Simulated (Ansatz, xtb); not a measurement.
Diatomic LiP, multiplicity 3 (lowest of 2S+1 = 1, 3, 5 at CCSD(T)/def2-TZVPP on PBE0 minima; our sources give no spin for the ground state, which may be another).

The constants come from a fifth-degree fit in 1/R (seven points, main isotopes). In def2 and cc sets the state is the lowest found near the PBE0 minimum, followed along R.

Codes used: Ansatz (a first-principles code) with Gaussian orbitals; xtb for the GFN methods.  The GFN methods have no spin term and hold the electronic entropy of 300 K.

| level | r_e (Å) | ω_e (cm⁻¹) | ω_e x_e (cm⁻¹) | α_e (cm⁻¹) | D_e (eV) | dipole (D) |
|---|---|---|---|---|---|---|
| GFN2-xTB | 2.270 | 493 | 5.3 | 0.0094 | - | - |
| SVWN5/def2-TZVPP | 2.313 | 489 | 3.7 | 0.0064 | 2.12 | 6.34 |
| PBE/def2-TZVPP | 2.335 | 479 | 3.8 | 0.0064 | 1.82 | 6.34 |
| r2SCAN/def2-TZVPP | 2.337 | 487 | 3.7 | 0.0061 | 1.79 | 6.86 |
| B97M-V/def2-TZVPP | 2.332 | 483 | 3.6 | 0.0062 | 2.00 | 6.55 |
| B3LYP/def2-TZVPP | 2.326 | 489 | 3.5 | 0.0061 | 1.85 | 6.53 |
| PBE0/def2-TZVPP | 2.321 | 497 | 3.7 | 0.0061 | 1.75 | 6.74 |
| BHLYP/def2-TZVPP | 2.312 | 506 | 3.4 | 0.0059 | 1.77 | 6.85 |
| CAM-B3LYP/def2-TZVPP | 2.307 | 507 | 3.3 | 0.0059 | 1.86 | 6.76 |
| wB97X-V/def2-TZVPP | 2.315 | 510 | 3.2 | 0.0056 | 1.89 | 7.01 |
| wB97M-V/def2-TZVPP | 2.317 | 502 | 3.2 | 0.0058 | 1.95 | 6.68 |
| B2PLYP/def2-TZVPP | 2.326 | 494 | 3.5 | 0.0060 | 1.74 | - |
| CCSD/aug-cc-pV(T+d)Z | 2.348 | 485 | 3.3 | 0.0058 | - | - |
| CCSD/def2-TZVPP | 2.333 | 493 | 3.6 | 0.0060 | 1.51 | - |
| CCSD/aug-cc-pV(Q+d)Z | 2.341 | 490 | 3.3 | 0.0057 | - | - |
| CCSD/def2-QZVPP | 2.329 | 495 | 3.3 | 0.0058 | 1.68 | - |
| CCSD(T)/aug-cc-pV(T+d)Z | 2.352 | 481 | 3.3 | 0.0058 | - | - |
| CCSD(T)/def2-TZVPP | 2.335 | 489 | 3.6 | 0.0060 | 1.56 | - |
| CCSD(T)/aug-cc-pV(Q+d)Z | 2.344 | 486 | 3.3 | 0.0058 | - | - |
| CCSD(T)/def2-QZVPP | 2.332 | 491 | 3.4 | 0.0059 | 1.74 | - |
| CCSD(T)/CBS(aug-cc-pV(T+d)Z, aug-cc-pV(Q+d)Z) | 2.340 | 490 | 3.3 | 0.0058 | - | - |

D_e counts from each atom's lowest state at the same level, without counterpoise or zero-point energy.

Correlated levels freeze the inner cores; with def2 sets outer-core shells near the valence are correlated too. CBS: X⁻³ extrapolation of the correlation energy, Hartree–Fock from the larger set.
